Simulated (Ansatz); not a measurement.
`C[SiH]1C=C1` at its PBE0-D4/def2-TZVP geometry, where that method's forces vanish. The species carries charge 0 and has multiplicity 1.

```csv
atom,x (Å),y (Å),z (Å)
C1,-0.306,1.312,-0.918
Si2,-0.564,-0.205,0.130
C3,0.650,-1.536,0.269
C4,0.626,-0.775,1.364
H5,0.759,1.513,-1.051
H6,-0.768,2.186,-0.452
H7,-0.761,1.183,-1.904
H8,-2.011,-0.498,0.301
H9,1.214,-2.407,-0.046
H10,1.161,-0.773,2.307
```

**Question.** For each bond, give half the difference of the two atoms' forces along it (eV/Å; positive pushes the atoms apart) under PBE-D4, r2SCAN-D4, B3LYP-D4, ωB97M-V in def2-TZVPP. (Estimate.)

**Answer.** Computed: 
```csv
bond,length (Å),PBE-D4,r2SCAN-D4,B3LYP-D4,ωB97M-V
C1–Si2,1.863,-0.11,-0.02,0.08,0.05
C1–H5,1.091,0.10,-0.01,-0.04,-0.04
C1–H6,1.093,0.11,-0.01,-0.04,-0.05
C1–H7,1.093,0.11,-0.01,-0.04,-0.05
Si2–C3,1.807,0.29,0.09,0.12,0.06
Si2–C4,1.807,0.29,0.09,0.12,0.06
Si2–H8,1.486,-0.03,-0.04,-0.14,-0.15
C3–C4,1.334,0.39,0.14,0.09,0.11
C3–H9,1.084,-0.06,-0.06,-0.10,-0.11
C4–H10,1.084,-0.06,-0.06,-0.10,-0.11
```

B3LYP here is the variant with VWN-RPA as its local correlation; programs differ in this.
